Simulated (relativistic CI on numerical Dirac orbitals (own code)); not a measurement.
## Slater and spin-orbit integrals, Te34+

Calculated at this level of theory: Dirac-Coulomb-Breit CI, orbitals from a KLI potential per configuration, model QED (radiative potential, 1s self-energy scaled to tabulated hydrogen-like ionisation energies), unscaled Slater integrals (own radial code, finite nucleus).

Slater integrals F^k, G^k are unscaled and averaged over j, outside the closed core [Ne]; ζ comes from projecting the Hamiltonian with its Breit term on Σ l·s of the shell.

- 3s²3p⁵3d: ζ(3p) = 343870, F^2(3p,3d) = 346890, G^1(3p,3d) = 368070, G^3(3p,3d) = 246610, ζ(3d) = 45620 cm⁻¹; <r>(3p) = 0.2867, <r^2>(3p) = 0.09487, <r>(3d) = 0.2547, <r^2>(3d) = 0.07508 (bohr units).
- 3s3p⁶3d: G^2(3s,3d) = 276160, ζ(3d) = 45909 cm⁻¹; <r>(3s) = 0.2946, <r^2>(3s) = 0.09885, <r>(3d) = 0.2549, <r^2>(3d) = 0.07523 (bohr units).
- 3s²3p⁵4s: ζ(3p) = 348850, G^1(3p,4s) = 44815 cm⁻¹; <r>(3p) = 0.2848, <r^2>(3p) = 0.09365, <r>(4s) = 0.5613, <r^2>(4s) = 0.3542 (bohr units).

Averages of the first 10 configurations, taken without configuration mixing, which lowers the lowest level and can move excited configurations by several eV; other configurations of the list can lie among them:

| Configuration | Parity | States | Average energy above the lowest level (eV) |
| --- | --- | --- | --- |
| 3s²3p⁶ | even | 1 | 0.3 |
| 3s²3p⁵3d | odd | 60 | 191.5 |
| 3s3p⁶3d | even | 20 | 362.7 |
| 3s²3p⁵4s | odd | 12 | 1053.3 |
| 3s²3p⁵4p | even | 36 | 1116.2 |
| 3s²3p⁵4d | odd | 60 | 1194.7 |
| 3s3p⁶4s | even | 4 | 1225.7 |
| 3p⁶3d4p | odd | 60 | 1649.9 |
| 3p⁶3d² | even | 45 | 732.8 |
| 3p⁵3d³ | odd | 720 | 922.4 |
